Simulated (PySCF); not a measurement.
C3H6F2Si, SMILES F[SiH2][C@@H]1C[C@@H]1F. Heavy atoms are numbered as in [F:1][SiH2:2][C@@H:3]1[CH2:4][C@@H:5]1[F:6]. Hydrogens are named by the atom that carries them.

Geometry optimised at PBE0-D3(BJ)/def2-SVP. The structure was generated by enumeration; whether it is a known compound was not checked. The values are those of a single conformer.

Method: PySCF with CAM-B3LYP/def2-TZVP.

ESP charges are fitted to the potential on shells at 1.4 to 2.0 van der Waals radii. Atomic charges (e), one atom of each kind:

```tsv
atom	Mulliken	meta-Löwdin	ESP fit	Löwdin
F1	-0.34	-0.51	-0.29	-0.03
Si2 (SiH2)	0.56	0.98	0.52	0.25
C3 (CH)	-0.25	-0.39	-0.23	-0.31
C4 (CH2)	-0.26	-0.24	-0.31	-0.21
C5 (CH)	0.12	0.20	0.03	-0.32
F6	-0.23	-0.31	-0.19	0.13
H on Si2	-0.06	-0.12	-0.09	-0.04
H on C3	0.13	0.13	0.15	0.15
H on C4	0.13	0.13	0.15	0.14
H on C5	0.11	0.12	0.14	0.14
```

Computed Mayer and Wiberg (Löwdin basis) orders of the bonds:
| bond | Mayer | Wiberg |
|---|---|---|
| F1–Si2 | 1.06 | 1.68 |
| Si2–C3 | 0.98 | 1.09 |
| C3–C4 | 0.91 | 1.21 |
| C3–C5 | 0.90 | 1.23 |
| C4–C5 | 0.95 | 1.28 |
| C5–F6 | 1.02 | 1.66 |
